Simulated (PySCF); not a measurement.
**Ti⁸⁺ (titanium, charge +8): UHF calculation**

Configuration: [Ne] 3s2 3p2, high-spin 3P determinant. All numbers are calculated (PySCF 2.14, no relativity, point nucleus, in an uncontracted even-tempered set (18 s from 0.32 bohr⁻², ratio 2.5; 12 p from 0.42 bohr⁻², ratio 2.5; 5 d from 2.8 bohr⁻², ratio 2.7; 5 f from 4.2 bohr⁻², ratio 2.7)).

* Total energy: -825.962166 hartree
* One-electron energy: -1043.3229 hartree
* Hartree (Coulomb) energy: 253.9447 hartree
* Exchange energy: -36.5840 hartree
* Kinetic energy: 825.96765 hartree
* ⟨S²⟩: 2.0042
* ⟨L²⟩: 2.012
* Sum of ⟨r⟩: 6.171 bohr
* Sum of ⟨r²⟩: 4.689 bohr²
* Traceless quadrupole moment −½Σ⟨3z² − r²⟩ along its main axis: 0.389 e·bohr²
* Density at the nucleus (Gaussians lack the cusp): 7090 bohr⁻³
* Spin density at the nucleus: 0.377 bohr⁻³

```tsv
shell	electrons	mean orbital energy (eV)	spread (eV)	rms radius, mean of both spins (bohr)
1s α	1	-5164.1	0	0.0812
1s β	1	-5162.1	0	0.0812
2s α	1	-752.57	0	0.351
2s β	1	-750.97	0	0.351
2p α	3	-654.71	1.479	0.319
2p β	3	-651.69	1.800	0.319
3s α	1	-220.29	0	0.968
3s β	1	-208.18	0	0.968
3p α	2	-191.73	0	0.986
```

Spin-orbit constants ζ (cm⁻¹) from the X2C one-electron operator on these orbitals (non-relativistic here): bare nucleus, nucleus screened by l(l+1)(2l+1)/3 electrons, and screened by the Breit-Pauli mean field of the electrons.

| shell | bare | screened nucleus | mean field |
| --- | --- | --- | --- |
| 2p | 32940 | 29950 | 28590 |
| 3p | 5039 | 4581 | 4355 |

To first order the Landé constant is A = 2178 cm⁻¹, so the lowest level has J = 0 and lies 0.540 eV below the centre of the term. This holds in LS coupling only.
